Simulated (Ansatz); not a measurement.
Input file for Ansatz (a program for electronic structure): R-r2SCAN/def2-TZVPP on BiH3 (SMILES [BiH3]). Elements past Kr take the def2 small-core potentials; no spin–orbit coupling.

Ansatz 0.2 input:
```yaml
crystal:
  periodic: [false, false, false]
  atoms:
    - {symbol: Bi, position_ang: [0.00000540, 0.00000000, 0.00000000]}
    - {symbol: H, position_ang: [1.70874412, -0.00000000, -0.00000000]}
    - {symbol: H, position_ang: [-0.85437476, 1.47980205, -0.00000000]}
    - {symbol: H, position_ang: [-0.85437476, -1.47980205, -0.00000000]}
basis:
  gaussian:
    orbitals: def2-TZVPP
hamiltonian:
  xc: {name: r2SCAN}
scf: {lower_state_search: off}
```

Give the final energy of this run.

-216.4045 hartree.
